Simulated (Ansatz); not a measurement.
`[AlH2][SiH2][GeH3]` + HCl → `[AlH2][Cl]` + `[SiH3][GeH3]` at 298.15 K and 1 bar (cleavage of the Al–Si bond).

Gas-phase electronic energies from Ansatz, PBE0-D4/def2-TZVP geometries. CCSD(T)/CBS adds triple-zeta CCSD(T) − MP2 to the extrapolated MP2 energy (def2 sets, frozen cores). This one scheme is used for every species. For Ge outer-core shells are correlated without core-valence functions, which leaves a few kJ/mol of doubt a bond. Scalar relativity is left out up to krypton.

| species | CCSD(T)/CBS energy (Eh) | H − E (kJ/mol) | S (J/(mol·K)) |
| --- | --- | --- | --- |
| `[AlH2][SiH2][GeH3]` | -2611.38547 | 163.0 | 373.1 |
| HCl | -460.38127 | 26.6 | 186.8 |
| `[AlH2][Cl]` | -703.04476 | 49.7 | 253.3 |
| `[SiH3][GeH3]` | -2368.78170 | 140.9 | 292.8 |

H − E and S are ideal-gas, rigid-rotor, harmonic terms from PBE0-D4/def2-TZVP. 1 Eh = 2625.50 kJ/mol, R = 8.31446 J/(mol·K).

Q: By hand: ΔE, ΔH, ΔS and ΔG.

A: ΔE = (-703.04476) + (-2368.78170) − (-2611.38547) − (-460.38127) = -0.05972 Eh = -156.8 kJ/mol. Δ(H − E) = 49.7 + 140.9 − 163.0 − 26.6 = 1.0, so ΔH = -155.8 kJ/mol. ΔS = 253.3 + 292.8 − 373.1 − 186.8 = -13.8 J/(mol·K). ΔG = -155.8 − 298.15 × (-13.8)/1000 = -151.7 kJ/mol.

Q: By hand: the equilibrium constant, and the temperature at which ΔG would vanish if ΔH and ΔS stayed fixed.

A: log₁₀ K = −ΔG/(RT ln 10) = 26.6. ΔG = 0 at ΔH/ΔS = 11290 K, far beyond where these terms or the molecules hold.

The number of gas molecules stays the same, so ΔS is small and ΔH decides. A doubt of 5 kJ/mol in ΔE shifts log₁₀ K by 0.9 here. Modes under 60 cm⁻¹, often nearly free rotors, make the harmonic entropy too high. These are equilibria of isolated gas molecules and say nothing of rates. Largest T1 diagnostic: 0.012 (customary marks: 0.02 for closed shells, 0.045 for open ones).
